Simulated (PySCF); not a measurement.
**Spinor energies of Gd⁵⁴⁺ (gadolinium, charge +54)**

Start: [Ne]. Calculated with PySCF 2.14 in an even-tempered Gaussian basis (17 s from 34 bohr⁻², ratio 2.4; 13 p from 45 bohr⁻², ratio 2.4; 5 d from 160 bohr⁻², ratio 2.6; 4 f from 240 bohr⁻², ratio 2.6): generalised Hartree-Fock with the X2C-1e Hamiltonian and a Gaussian nucleus; one run each with spin-orbit coupling (SO) switched off, then screened by Boettger's factors.

```tsv
spinor shell	electrons	ε, spin-free (eV)	ε, screened SO (eV)	weight of nominal j (screened SO)	rms radius, screened SO (bohr)
1s1/2	2	-54727.8	-54720.8	1.000	0.0249
2s1/2	2	-12398.6	-12396.9	1.000	0.0988
2p1/2	2	-11503.4	-12013.2	1.000	0.0844
```

**Question.** Where does 2p3/2 lie, and what is the 2p spin-orbit splitting (screened SO)?

**Answer.** At -11286.6 eV, 726.61 eV above 2p1/2.

```csv
quantity,spin-free,screened SO
E (hartree),-8037.02807,-8042.93184
M_J,0,0
⟨J²⟩,0.000,0.000
⟨L²⟩,0.000,0.018
⟨S²⟩,0.000,0.018
```

Breit and QED terms are absent; they matter most for the inner s and p1/2 levels.

Densities and radii are taken from the X2C orbitals without a picture-change correction, which distorts them close to the nucleus.

Without spin-orbit coupling the j labels of p, d and f shells carry no meaning; the spin-free column gives the mean over the occupied spinors of each nl shell.
